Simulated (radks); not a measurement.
Values are calculated unless marked as measured or tabulated.
Numerical settings for neutral samarium, [Xe] 4f6 6s2. Level of theory: Dirac Kohn-Sham, PBE, spin-unpolarised, spherical densities, point nucleus; open shells are shared between the two j in proportion to 2j + 1 (a radial shooting solver on a logarithmic mesh with Libxc functionals). The defaults (mesh step 0.008 in ln r, mesh end at 40 bohr or more with all orbitals vanishing there, Anderson mixing 0.5 over 9 steps, residual threshold near 1e-9 with the energy settled to 1e-9 hartree or 1e-11 of itself, here a cap of 67 iterations) give E = -10434.5059 hartree and 4f7/2 at -2.233 eV in 15 iterations. Run on one thread of a shared host, so times are rough (Arm Neoverse N1): 0.23 s of CPU time, 0.23 s wall, 15 iterations on 2728 mesh points. Changes against that run (0 stands for a change within the tolerance of the run):

| setting | iterations | converged | E (mhartree) | e(4f7/2) (meV) | CPU (s) |
|---|---|---|---|---|---|
| mesh step in ln r 0.005 | 15 | yes | 0 | 0 | 0.36 |
| mesh step in ln r 0.003 | 15 | yes | 0 | 0 | 0.58 |
| mesh step in ln r 0.012 | 15 | yes | 0 | 0 | 0.16 |
| mesh end (bohr) 20 | 15 | yes | 0 | +0.0374 | 0.22 |
| mesh end (bohr) 400 | 15 | yes | 0 | 0 | 0.23 |
| residual threshold 0.001 | 9 | yes | 0 | -1.63 | 0.17 |
| residual threshold 0.01 | 9 | yes | 0 | -1.63 | 0.17 |
| mixing 2.5 | 18 | yes | 0 | 0 | 0.26 |
| linear mixing, mixing 0.8 | 67 | no | +3.05e+04 | +1.5e+03 | 2.1 |
| linear mixing, mixing 0.05 | 67 | no | +0.083 | -71.9 | 0.81 |
| mixing history 20 | 20 | yes | 0 | 0 | 0.28 |
| iteration cap 5 | 5 | no | +0.027 | -71.9 | 0.09 |

No run marked as converged misses the energy by more than 1 mhartree. A mesh that ends early acts as a hard wall.
